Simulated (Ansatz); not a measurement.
HFGeS, SMILES `[F][Ge][SH]` (lower singlet; F–Ge–S–H torsion 0°) (charge 0, multiplicity 1). This singlet lies 2.53 eV below the relaxed triplet at the level frozen-core CCSD(T)/cc-pVTZ // B3LYP-D3(BJ)/def2-TZVP (Ansatz, a first-principles code).

Cartesian coordinates (Å):
SMILES: [F][Ge][SH]
```xyz
4

F      1.4273    -0.8162    -0.0558
Ge     0.9925     0.9057    -0.0268
S     -1.2542     0.6265     0.0484
H     -1.1656    -0.7160     0.0343
```
Charge 0, multiplicity 1.

Give the natural occupations of the active orbitals, the CASSCF energy and the corrected energy for frozen-core fic-MRCISD+Q@CASSCF(2e,2o)/cc-pVTZ // B3LYP-D3(BJ)/def2-TZVP (Ansatz).


```
Item                            Result
-----------------------  -------------
natural occupations         1.98, 0.02
CASSCF energy            -2573.0968 Ha
corrected energy         -2573.6950 Ha
weight of the reference          0.876
```
